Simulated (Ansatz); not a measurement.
Z-matrix (Å, degrees):
```
Sn
F 1 1.922
O 1 1.948 2 105.3
H 1 1.692 2 107.5 3 112.7
H 1 1.701 2 104.3 3 -117.9
H 3 0.960 1 114.0 2 -61.1
```

The species carries charge 0 and has multiplicity 1. Sn takes the def2 core potential.

(1) List the r2SCAN/def2-TZVPP orbital energies in eV (Ansatz). (Estimate.)

## Answers

(1) The calculation gave: Occupied: -664.89, -515.77, -137.93, -92.80, -92.75, -92.71, -29.86, -27.72, -27.18, -27.10, -27.08, -26.74, -25.10, -13.96, -11.71, -9.98, -9.84, -9.32, -8.65, -8.29, -7.68. Lowest empty: -1.25, -0.79, -0.33, 1.85, 2.21, 2.89, 3.44, 4.12.
